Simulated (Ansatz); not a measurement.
Input for Ansatz (development build ahead of 0.2.0):

```yaml
crystal:
  periodic: [false, false, false]
  atoms:
    - { symbol: Mn, position_ang: [0.0, 0.0, 0.0] }
    - { symbol: S, position_ang: [0.0, 0.0, 4.14] }
basis:
  gaussian: { orbitals: pcseg-2 }
magnetization:
  spin_polarized: true
  initial_magnetization: 5
hamiltonian:
  xc: pbe0
```

The input is written out in the form of the current development build from the run's settings.

Results

* Converged: yes
* Total energy: -1548.76264 hartree
* Spin squared of the determinant: 9.779
* Stability test: minimum

Caution: the unrestricted determinant is a mixture of spin states.
